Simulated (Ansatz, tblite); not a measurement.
Forces on [MoO4]2- (MoO₄²⁻) at its PBE-D4/def2-SVPD geometry. The state is a singlet with charge -2.

In the def2 sets Mo takes a core potential; there is no spin–orbit coupling. The xTB rows come from tblite. HSE06 is defined as in plane-wave codes, on full-range PBE exchange. A multiply charged anion in the gas phase is held together partly by the finite basis. At HSE06-D4/def2-TZVPD the highest occupied level of the charge -2 singlet lies above zero (up to 2.74 eV). The electron is either unbound and held by the finite basis, or the level is raised by self-interaction error.

GFN1-xTB (tblite), largest force 2.05 eV/Å:

```xyz
5
positions Å, forces eV/Å
Mo    0.000    0.000    0.000    0.000    0.000   -0.001
O    -1.696   -0.587    0.034    1.934    0.669   -0.039
O     0.537    0.179   -1.703   -0.612   -0.204    1.943
O     1.059   -1.181    0.840   -1.208    1.347   -0.958
O     0.100    1.589    0.829   -0.114   -1.812   -0.945
```

GFN2-xTB (tblite), largest force 1.60 eV/Å:

```
Mo 0.000 0.000 -0.001
O 1.507 0.522 -0.030
O -0.477 -0.159 1.514
O -0.941 1.050 -0.747
O -0.089 -1.412 -0.736
```

HSE06-D4/def2-TZVPD (Ansatz), largest force 1.12 eV/Å:

```
Mo 0.001 0.000 -0.001
O 1.061 0.367 -0.021
O -0.336 -0.112 1.066
O -0.663 0.739 -0.526
O -0.063 -0.995 -0.518
```
